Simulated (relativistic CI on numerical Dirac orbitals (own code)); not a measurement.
# Electric-dipole lines of Ce VIII

Calculated at this level of theory: Dirac-Coulomb-Breit CI, orbitals from a KLI potential per configuration, QED by a radiative potential, unscaled Slater integrals (own radial code, finite nucleus).

CI space (outside the closed core [Kr] 4d10): 5s2 5p3, 5s2 5p2 4f, 5s 5p4, 5s2 5p2 5d, 5p5, 5s 5p2 4f2, 5s2 5p 4f 5d, 5s 5p3 4f, 5s 5p3 5d, 5s2 5p2 5f, 5p4 4f, 5s2 5p 4f 6s, 5s2 5p 4f2, 5s2 4f3, 5s2 4f2 5d, 5s 5p 4f3, 5s 5p 4f2 5d, 5s2 4f2 5f. Double excitations out of closed p, d and f shells are left out; levels of such configurations are missing from the list, as are those of other unlisted configurations, and high levels can miss mixing partners.

```tsv
λ vac (Å)	Lower	Upper	A (s⁻¹)	log gf	S velocity/length
330.76	5s2 5p3 4S°_3/2 [1]	5s2 5p2 5d 4P_1/2 [191]	2.00e+10	-0.18	0.75
337.84	5s2 5p3 4S°_3/2 [1]	5s2 5p2 5d 4P_3/2 [183]	6.82e+10	0.67	0.75
340.27	5s2 5p3 4S°_3/2 [1]	5s2 5p2 5d 4P_5/2 [181]	5.28e+10	0.74	0.75
340.55	5s2 5p3 4S°_3/2 [1]	5s2 5p2 5d 2P_1/2 [180]	4.91e+10	0.23	0.71
350.55	5s2 5p3 4S°_3/2 [1]	5s 5p3 4f 4D_5/2 [171]	7.62e+09	-0.07	0.72
352.20	5s2 5p3 4S°_3/2 [1]	5s2 5p2 5d 2D_3/2 [169]	5.78e+09	-0.37	0.73
352.56	5s2 5p3 2D°_3/2 [2]	5s 5p3 4f 2D_3/2 [197]	6.39e+09	-0.32	0.74
353.73	5s2 5p3 4S°_3/2 [1]	5s 5p3 4f 2F_5/2 [167]	5.20e+09	-0.23	0.77
357.95	5s2 5p3 2D°_3/2 [2]	5s2 5p2 5d 4P_1/2 [191]	1.58e+10	-0.22	0.78
362.81	5s2 5p3 2D°_3/2 [2]	5s 5p3 4f 2D_3/2 [186]	3.72e+09	-0.53	0.68
363.23	5s2 5p3 2D°_3/2 [2]	5s 5p3 4f 2D_5/2 [185]	1.27e+10	0.18	0.70
369.47	5s2 5p3 2D°_5/2 [3]	5s 5p3 4f 2D_5/2 [189]	1.30e+10	0.20	0.68
374.00	5s2 5p3 2D°_5/2 [3]	5s 5p3 4f 2D_5/2 [185]	7.52e+09	-0.02	0.68
381.23	5s2 5p3 2D°_3/2 [2]	5s 5p3 4f 4D_5/2 [171]	3.69e+09	-0.32	0.78
384.87	5s2 5p3 2D°_5/2 [3]	5s2 5p2 5d 2P_3/2 [177]	2.25e+10	0.30	0.65
385.80	5s2 5p3 4S°_3/2 [1]	5s 5p3 4f 2P_3/2 [141]	2.94e+09	-0.58	0.77
387.85	5s2 5p3 2D°_3/2 [2]	5s 5p3 4f 4D_3/2 [163]	9.61e+09	-0.06	0.73
392.50	5s2 5p3 4S°_3/2 [1]	5s 5p3 4f 4P_5/2 [133]	2.40e+09	-0.48	0.82
400.16	5s2 5p3 2D°_5/2 [3]	5s 5p3 4f 4D_3/2 [163]	8.64e+09	-0.08	0.72
410.18	5s2 5p3 2D°_5/2 [3]	5s2 5p2 5d 2G_7/2 [160]	2.22e+09	-0.35	0.75
428.03	5s2 5p3 4S°_3/2 [1]	5s2 5p2 5d 4F_5/2 [95]	1.57e+09	-0.59	0.74
538.48	5s2 5p2 4f 2G°_9/2 [14]	5s 5p3 4f 2F_7/2 [178]	2.01e+09	-0.15	0.48
547.36	5s2 5p2 4f 4G°_7/2 [8]	5s 5p3 4f 4F_5/2 [161]	1.79e+09	-0.32	0.38
551.87	5s2 5p2 4f 4G°_9/2 [11]	5s 5p3 4f 4G_9/2 [165]	1.19e+09	-0.26	0.53
556.22	5s2 5p2 4f 2G°_9/2 [14]	5s 5p3 4f 4F_9/2 [172]	1.45e+09	-0.17	0.67
563.70	5s2 5p3 2D°_3/2 [2]	5s 5p4 2D_3/2 [47]	1.70e+09	-0.49	1.33
566.97	5s2 5p3 2D°_5/2 [3]	5s 5p4 2D_5/2 [59]	1.09e+09	-0.50	1.37
568.59	5s2 5p2 4f 4G°_11/2 [15]	5s 5p3 4f 4G_11/2 [170]	1.64e+09	-0.02	0.51
587.97	5s2 5p2 4f 4G°_5/2 [6]	5s 5p3 4f 4H_7/2 [115]	1.30e+09	-0.27	0.89
597.36	5s2 5p2 4f 4D°_7/2 [7]	5s 5p3 4f 4H_9/2 [119]	1.08e+09	-0.24	0.78
```

Terms are leading LS components. Brackets give the number of a level in order of energy, since labels repeat. The list gives strong lines, with weight on those to low levels, among the lowest 200 of 2811 levels, so that lines to higher ones, which can be the strongest, are missing. Levels whose partners in the same complex of configurations lie outside the list can be far off, and so can their lines. Rates are taken at the computed energies, electric ones in the length gauge. A velocity-to-length ratio far from 1 marks an uncertain rate.

At this charge configurations can still be misplaced by up to about 7 % of their energy. Levels and lines within the n = 5 or 6 shells can be off by up to 10 % or somewhat more, and those that change n by about 2 %, since core polarisation is missing. Levels that differ in their count of f electrons can be misplaced by several ten thousand cm⁻¹, since the correlation energy of f electrons is missing or only estimated; rates across such gaps can be off by orders of magnitude.

LS names give the leading component of a level, which can be under half, so a name can repeat, a term be missing and a line seem to break the LS rules.
